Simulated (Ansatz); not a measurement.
Molecule: C₇H₁₅ (charge 0, doublet). It need not be the lowest isomer of its formula. 
Structure (B3LYP-D3(BJ)/def2-TZVP (Ansatz, a program for electronic structure) minimum search):
```
C
H 1 1.0951
H 1 1.0983 2 106.63
C 1 1.4919 2 109.99 3 -118.56
C 4 1.4892 1 121.20 2 -21.45
H 5 1.0914 4 111.84 1 24.49
H 5 1.0952 6 108.22 4 -123.20
H 5 1.1021 6 106.81 7 -113.61
C 4 1.4902 5 118.39 6 -169.50
H 9 1.0928 4 111.80 5 163.24
H 9 1.0940 10 108.24 4 123.29
H 9 1.1020 10 106.64 11 113.82
C 1 1.5489 2 108.09 3 114.84
H 13 1.0956 1 107.46 2 -177.67
C 13 1.5274 14 108.06 1 120.61
H 15 1.0906 13 111.62 14 -57.76
H 15 1.0920 16 107.85 13 -122.24
H 15 1.0938 16 107.72 17 -116.04
C 13 1.5276 14 108.05 15 120.35
H 19 1.0921 13 111.35 14 60.19
H 19 1.0921 20 107.97 13 122.41
H 19 1.0937 20 107.74 21 116.04
```
Charge 0, spin multiplicity 2.

Property: atomisation energy (electronic, to ground-state atoms), in kcal/mol. Cores are frozen in the correlated levels unless marked. UHF or UKS for open shells. Spin-orbit coupling is left out. No relativistic terms. The coupled-cluster limit lacks core correlation, which all-electron functionals hold. CBS(X,Y): correlation extrapolated as X^-3; Hartree-Fock from the larger set. [CCSD(T)-MP2]/basis is that difference in the basis named.

| level | program | atomisation energy (kcal/mol) |
|---|---|---|
| revPBE-D3(BJ)/def2-TZVPD | Ansatz + dftd3 | 2072.7 |
| revPBE-D4/def2-TZVPD | Ansatz + dftd4 | 2079.3 |
| revPBE/def2-TZVPD | Ansatz | 2042.5 |
| r2SCAN/def2-TZVPD | Ansatz | 2087.0 |
| r2SCAN-D3(BJ)/def2-TZVPD | Ansatz + dftd3 | 2090.7 |
| r2SCAN-D4/def2-TZVPD | Ansatz + dftd4 | 2090.2 |
| B97M-V/def2-TZVPD | Ansatz | 2084.6 |
| B3LYP/def2-TZVPD | Ansatz | [?] |
| PBE0/STO-3G | Ansatz | 2524.0 |
| BHLYP/def2-TZVPD | Ansatz | 2031.1 |
| r2SCANh-D4/def2-TZVPD | Ansatz + dftd4 | 2083.9 |
| r2SCAN0-D4/def2-TZVPD | Ansatz + dftd4 | 2075.1 |
| HSE06-D4/def2-TZVPD | Ansatz + dftd4 | 2101.2 |
| CAM-B3LYP-D3(BJ)/def2-TZVPD | Ansatz + dftd3 | 2092.7 |
| LC-wPBE-D3(BJ)/def2-TZVPD | Ansatz + dftd3 | 2093.2 |
| SCS-MP2/6-31G | Ansatz | 1827.2 |
| SCS-MP2/cc-pVTZ | Ansatz | 2048.8 |
| RI-MP2/CBS(cc-pVTZ,cc-pVQZ)+[CCSD(T)-MP2]/cc-pVTZ | Ansatz | [?] |

**Question.** Some entries are withheld; supply them.

**Answer.** 
- B3LYP/def2-TZVPD, atomisation energy (kcal/mol): 2067.5
- RI-MP2/CBS(cc-pVTZ,cc-pVQZ)+[CCSD(T)-MP2]/cc-pVTZ, atomisation energy (kcal/mol): 2082.1
